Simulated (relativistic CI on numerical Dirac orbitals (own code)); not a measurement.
**Ag³⁺: 3p photoemission**

Computed with this model: Dirac-Coulomb-Breit CI, separate exchange-only KLI orbitals for each configuration, model QED, valence Slater integrals scaled by 0.8, multiplet model of photoemission in the sudden approximation; configurations [Kr] 4d8 → [Ne] 3s2 3p5 3d10 4s2 4p6 4d8; 80 K; Lorentzian 2.8 eV and Gaussian 0.6 eV FWHM. Energies are those of the free ion, without screening or charge transfer. The energies are binding energies and can lie tens of eV above those of solids. S is read from ⟨S²⟩ = S(S + 1).

Computed curve for free ion, scaled to 100 at the maximum (points under 2 are left out and the grid is thinned):

(Energy (eV), Intensity): (615.0, 2.0), (615.8, 2.4), (617.0, 3.1), (617.8, 3.8), (618.6, 4.7), (619.8, 6.8), (620.6, 9.1), (621.8, 15.4), (622.6, 23.8), (623.4, 39.8), (624.6, 85.8), (625.4, 100.0), (626.2, 75.1), (627.4, 37.6), (628.2, 24.1), (629.0, 15.7), (630.2, 9.2), (631.0, 6.8), (631.8, 5.3), (633.0, 3.8), (633.8, 3.2), (635.0, 2.5), (635.8, 2.2), (649.0, 2.1), (650.2, 2.7), (651.0, 3.4), (651.8, 4.3), (653.0, 6.9), (653.8, 10.3), (654.6, 16.5), (655.8, 37.1), (656.6, 52.5), (657.4, 45.8), (658.6, 21.2), (659.4, 12.7), (660.6, 6.8), (661.4, 4.9), (662.2, 3.6), (663.4, 2.5), (664.2, 2.0)

The ground state has S = 0.99, and the centroid lies at 635.84 eV.
